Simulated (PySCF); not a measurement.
Compound: CH₁₂N₂OSi₃.
Numbering: `[CH3:1][NH:2][SiH2:3][SiH2:4][O:5][SiH2:6][NH2:7]` (hydrogens: H8, H9, H10 on C1; H11 on N2; H12, H13 on Si3; H14, H15 on Si4; H16, H17 on Si6; H18, H19 on N7)

Cartesian coordinates in Å at the GFN2-xTB level; atoms count from 1:
```xyz
19
CH12N2OSi3 angstrom
C     -3.3785    0.1318   -0.0518
N     -2.4240   -0.9168    0.2130
Si    -0.7865   -0.6415    0.6885
Si     0.1001    0.8533   -0.8117
O      1.7180    0.8701   -0.6570
Si     3.0820    0.6918    0.1894
N      3.0061   -0.8531    0.9472
H     -2.8699    0.9574   -0.5465
H     -4.1670   -0.2361   -0.7126
H     -3.8494    0.5157    0.8613
H     -2.8812   -1.7273    0.6027
H     -0.6436   -0.2159    2.1045
H     -0.2546   -2.0157    0.6617
H     -0.0648    0.5582   -2.2431
H     -0.3019    2.2604   -0.6249
H      3.1366    1.6666    1.2748
H      4.1195    0.8845   -0.8265
H      3.7616   -1.1343    1.5490
H      2.6876   -1.6401    0.4047
```

Computed at PBE0/pcSseg-1 (PySCF, non-relativistic), with Q(14N) = 0.02044 b, Q(17O) = −0.0256 b: N2, 14N (I = 1): χzz = -5.154 MHz, η = 0.344; O5, 17O (I = 5/2): χzz = -6.509 MHz, η = 0.039; N7, 14N (I = 1): χzz = -4.353 MHz, η = 0.377.

**Question.** Where would the pure quadrupole (NQR) lines of 14N at N2 fall for the rigid, isolated species?

**Answer.** From ν± = (3/4)|χ|(1 ± η/3) and ν0 = |χ|η/2: ν+ 4.309 MHz, ν− 3.423 MHz, ν0 0.886 MHz (silicon-bound nitrogen).

**Question.** Where would the pure quadrupole (NQR) lines of 17O at O5 fall for the rigid, isolated species?

**Answer.** From the eigenvalues of H = χ/[4I(2I − 1)] × [3Iz² − I(I + 1) + η(Ix² − Iy²)], steps between neighbouring levels, labelled as for η = 0: ±1/2↔±3/2 0.978 MHz, ±3/2↔±5/2 1.952 MHz (siloxane oxygen).

**Question.** Where would the pure quadrupole (NQR) lines of 14N at N7 fall for the rigid, isolated species?

**Answer.** From ν± = (3/4)|χ|(1 ± η/3) and ν0 = |χ|η/2: ν+ 3.675 MHz, ν− 2.855 MHz, ν0 0.820 MHz (silicon-bound nitrogen).

In a crystal, neighbours and librations shift these lines. GFN2-xTB bond lengths can be off by several hundredths of an ångström, more for odd bonds, and the gradients follow them. A larger basis could move these couplings by a tenth or more.

One conformer stands for the species.
